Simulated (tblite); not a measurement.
C5H12OP2.
Z-matrix (Å and degrees, GFN2-xTB geometry), rows numbered from 1:
```
C 
C   1  1.3210
P   2  1.8127  1  119.67
C   3  1.8382  2  103.94  1  -127.23
O   3  1.4744  2  114.57  1    -2.91
P   3  2.2215  2  103.99  1   122.64
C   6  1.8471  3   92.80  2   -76.73
C   6  1.8484  3   93.67  2  -175.12
H   1  1.0789  2  119.60  3     1.91
H   1  1.0787  2  123.13  3  -178.70
H   2  1.0804  1  123.27  3   177.57
H   4  1.0885  3  108.21  2    61.72
H   4  1.0881  3  108.06  2   179.49
H   4  1.0859  3  111.03  2   -59.63
H   7  1.0893  6  109.22  3  -163.79
H   7  1.0895  6  109.41  3    77.32
H   7  1.0903  6  110.03  3   -42.98
H   8  1.0892  6  108.92  3   158.31
H   8  1.0904  6  110.13  3    37.82
H   8  1.0891  6  109.74  3   -83.17
```

Calculated harmonic vibrations of the isolated species, GFN2-xTB (tblite), most abundant isotopes, no scaling. Errors from tens to a few hundred cm⁻¹ against measured bands are possible. One conformer, not necessarily the lowest.

Harmonic wavenumbers (cm⁻¹): 38.2, 69.0, 120.1, 137.4, 152.7, 162.5, 184.2, 193.0, 204.0, 214.9, 260.0, 280.4, 329.7, 390.6, 482.3, 557.8, 680.5, 712.2, 736.6, 750.6, 827.8, 833.3, 846.5, 865.9, 902.5, 904.3, 950.4, 974.4, 1009.8, 1221.7, 1229.7, 1300.3, 1313.7, 1317.3, 1379.2, 1420.5, 1429.5, 1435.0, 1441.0, 1444.0, 1454.0, 1661.2, 2979.6, 2984.0, 2998.1, 3003.4, 3004.2, 3007.0, 3008.9, 3011.2, 3033.9, 3059.1, 3079.3, 3109.8.

A = 1944, B = 1172, C = 958.7 MHz; mass 150.036 u (most abundant isotopes); point group C1, symmetry number 1.

Question: What is the zero-point energy?

Answer: ½Σν̃ = 34549 cm⁻¹ = 413.29 kJ/mol.

Question: Give the ideal-gas entropy at 298.15 K and 1 bar in the rigid-rotor, harmonic-oscillator model (classical rotation).

Answer: Translation 171.35, rotation 122.92, vibration 161.46: S = 455.7 J/(mol K).

Question: And Cp and H(298.15 K) − H(0)?

Answer: Cp = 188.67 J/(mol K), of which vibrations give 155.41 (their classical limit is 54 R = 449.0); H(298.15 K) − H(0) = 35.12 kJ/mol without the zero-point energy, 25.20 from vibrations.

Question: Which modes carry the vibrational entropy at 298.15 K?

Answer: 38.2 cm⁻¹: 22.39; 69.0 cm⁻¹: 17.50; 120.1 cm⁻¹: 12.97; 137.4 cm⁻¹: 11.88; 152.7 cm⁻¹: 11.04; 162.5 cm⁻¹: 10.55 J/(mol K); the other 48 give 75.15 together.

Question: Blend soft modes into free rotors: weight 1/[1 + (100 cm⁻¹/ν̃)⁴] for the oscillator and the rest for a rotor with moment μB/(μ + B), μ = h/(8π²ν), B = 10⁻⁴⁴ kg m². What vibrational entropy results?

Answer: 150.91 J/(mol K) in place of 161.46, which changes −T·S at 298.15 K by +3.14 kJ/mol.

Question: How do the functions run with temperature in this model?

Answer: 
```
 T (K)  S (J/(mol K))  Cp (J/(mol K))  H − H(0) (kJ/mol)  G − H(0) (kJ/mol)  ln q(vib)
    50          250.5            60.7               2.18             -10.35       0.64
   100          305.0            98.9               6.22             -24.28       2.18
373.15          501.4           218.7              50.41            -136.67      11.76
   500          571.6           261.9              81.01            -204.81      15.81
   750          690.1           322.5             154.60            -363.02      23.13
  1000          788.9           363.5             240.64            -548.24      29.71
```

q(vib) and H(0) count from the zero-point level.

Question: What must be added to the electronic energy to get the Gibbs energy at 298.15 K and 1 bar?

Answer: ZPE + [H(298.15 K) − H(0)] − T·S = 413.29 + 35.12 − 135.87 = 312.54 kJ/mol.

Hindered rotation and anharmonicity are outside this model. Other conformers, if any are populated, would add a mixing term that is left out. The structure is chiral; the term R ln 2 for an equal mix with its mirror image is left out.
